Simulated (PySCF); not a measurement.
What does the GFN2-xTB structure of `C[C@]12[C@@H]3C[C@@]1(F)C[C@@H]32` look like in three dimensions?

```
atom  x, y, z in Å
C1     2.0063   -0.6313    0.2389
C2     0.5730   -0.2424    0.1546
C3    -0.7223   -0.9962    0.2857
C4    -1.2380   -0.4793   -1.0459
C5    -0.2331    0.6562   -0.8368
F6     0.2823    1.3128   -1.9123
C7    -0.7959    1.4508    0.3442
C8    -0.4436    0.2208    1.1621
H9     2.3120   -1.1588   -0.6640
H10    2.1640   -1.2834    1.0964
H11    2.6349    0.2516    0.3493
H12   -0.8871   -1.9760    0.6987
H13   -2.2888   -0.2000   -1.1258
H14   -0.9586   -1.1289   -1.8724
H15   -1.8412    1.7542    0.2816
H16   -0.1722    2.3043    0.6003
H17   -0.3987    0.1575    2.2353
```

Any rigid rotation of these coordinates is as good. Atoms count from 1 in this order. Of the pairs four or more bonds apart, H13···H15 is among the closest relative to their van der Waals radii: 2.45 Å, 102 % of the sum of Bondi's values. The 4-membered ring C2–C5–C7–C8 has internal angles of 84.2° to 92.6°; it is puckered, 0.15 Å rms from its mean plane, widest ring torsion 22°. The 4-membered ring C2–C3–C4–C5 has internal angles of 84.2° to 92.6° (sum 352°, against 360° for a flat polygon); it is puckered, 0.15 Å rms from its mean plane, widest ring torsion 22°. The 3-membered ring C2–C3–C8 has internal angles of 59.5° to 60.9°.

Bonds between heavy atoms (Å): C1–C2 1.488, C2–C3 1.504, C3–C4 1.519, C4–C5 1.531, C5–F6 1.361, C5–C7 1.531, C7–C8 1.519, C2–C5 1.562, C2–C8 1.504, C3–C8 1.525.

Computed geometry: GFN2-xTB, gas phase.

Point group: Cs (tolerance 0.08 Å). No frequency check.
